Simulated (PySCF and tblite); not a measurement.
Values are calculated unless marked as measured or tabulated.
System: C₂H₄Cl₂O₂Si, numbered as in [O:1]=[CH:2][O:3][Si@@H:4]([Cl:5])[CH2:6][Cl:7].

Motion: shift of Si4 from O3 to O1. GFN2-xTB gives an electronic barrier of 15.3 kcal/mol and a reaction energy of 0.1 kcal/mol.

**Question.** What does PBE0/pcSseg-1 + D3(BJ) give on B3LYP-D3(BJ)/def2-SVP geometries?

**Answer.** A barrier of 14.4 kcal/mol, 1.0 below the tight-binding barrier (from unrounded values), a reaction energy of -0.4 kcal/mol and, with GFN2-xTB thermal terms, ΔG‡(298 K) = 15.1 kcal/mol and k = 56 s⁻¹ (1 equivalent path).

**Question.** And the level of the geometries itself, B3LYP-D3(BJ)/def2-SVP?

**Answer.** 16.2 kcal/mol.

Programs: tblite and PySCF.
